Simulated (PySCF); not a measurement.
Computed shifts of a molecule CH4ClF2NSi, PySCF with PBE/pcSseg-1, GIAO, gas phase, atoms alike by connectivity averaged where their shifts nearly agree, in ppm (number of nuclei): ¹³C: 32.2 (1). ¹⁵N: 43.3 (1). ²⁹Si: -45.2 (1). ¹⁹F: -137.6 (1), -165.6 (1). ¹H: 3.01 (3), 1.20 (1). References: ¹³C against TMS (σ = 182.0 ppm); ¹⁵N against NH3 (σ = 267.0 ppm); ²⁹Si against TMS (σ = 335.4 ppm); ¹⁹F against CFCl3 (σ = 133.6 ppm); ³⁵Cl against HCl (σ = 936.5 ppm); ¹H against TMS (σ = 31.49 ppm), references at their B3LYP-D3(BJ)/def2-TZVP geometries, non-relativistic (without spin–orbit terms, shifts of atoms bonded to Cl or Br come out too high). Coordinates come from a ωB97X-D3(BJ)/def2-SVP optimisation. Other conformers were not sampled.

**Question.** Pick the molecule that these values belong to.
(A) CN[Si](F)(F)Cl
(B) NC[Si](F)(F)Cl
(C) N[Si@H](Cl)C(F)F
(D) N[Si@@](F)(Cl)CF

**Answer.** A, CN[Si](F)(F)Cl
